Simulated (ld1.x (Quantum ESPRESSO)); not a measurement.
Values are calculated unless marked as measured or tabulated.
**Potentials for helium (He) compared**

Generated with ld1.x 7.5 (TM, RRKJ, ultrasoft, PAW), atompaw 4.2 or ONCVPSP 4.0.1. The cutoff is in Ry: for ld1.x and atompaw files where the sum of valence levels is converged to 10 mRy in a Bessel basis, for ONCV files where the hardest occupied wave has 1 mHa per electron of residual kinetic energy. The error is the largest all-electron minus pseudo excitation energy over each file’s own four to seven test configurations (ionisations up to +4, promotions, holes and added fractions of an electron), all of which were solved. The labels leave out finer settings (local radius, basis sizes, second energies), which also bear on the numbers. Spin-polarised tests are not counted. The rows are a selection from randomly drawn settings: files with unsolved tests, undetermined cutoffs or missed reference levels are left out.

| potential | cutoff (Ry) | largest error (meV) | bound ghosts |
| --- | --- | --- | --- |
| ultrasoft, PW91, scalar-relativistic, rc 0.80/0.65 (sp), local smoothed, core correction no, reference 1s2 | 55 | -3.2 | none |
| TM, PBE, scalar-relativistic, rc 0.45/0.40 (sp), local p, core correction no, reference 1s1 | 180 | +2.7 | none |
| TM, LDA (PZ), non-relativistic, rc 0.65/0.65 (sp), local smoothed, core correction no, reference 1s1.5 | 120 | +3.0 | none |
| ultrasoft, PBE, scalar-relativistic, rc 0.85/0.80 (sp), local smoothed, core correction no, reference 1s2 | 50 | +22 | none |
| RRKJ, PBE, non-relativistic, rc 0.70/0.55 (sp), local s, core correction no, reference 1s2 | 110 | +11 | none |
| ultrasoft, PBE, non-relativistic, rc 0.55/0.55 (sp), local smoothed, core correction no, reference 1s2 | 110 | +1.0 | none |
| PAW, PBE, scalar-relativistic, rc 0.85/0.80 (sp), local smoothed, core correction no, reference 1s2 | 50 | -1.3 | none |

Question: Fill in the row for He: TM, PBE, non-relativistic, rc 0.65/0.65 (sp), local p, core correction no, reference 1s2.

Answer: cutoff 120 Ry, largest error +9.3 meV, bound ghosts: none.

Question: Fill in the row for He: PAW, LDA (PZ), non-relativistic, rc 0.45/0.40 (sp), local p, core correction no, reference 1s2.

Answer: cutoff 140 Ry, largest error 0.0 meV, bound ghosts: none.
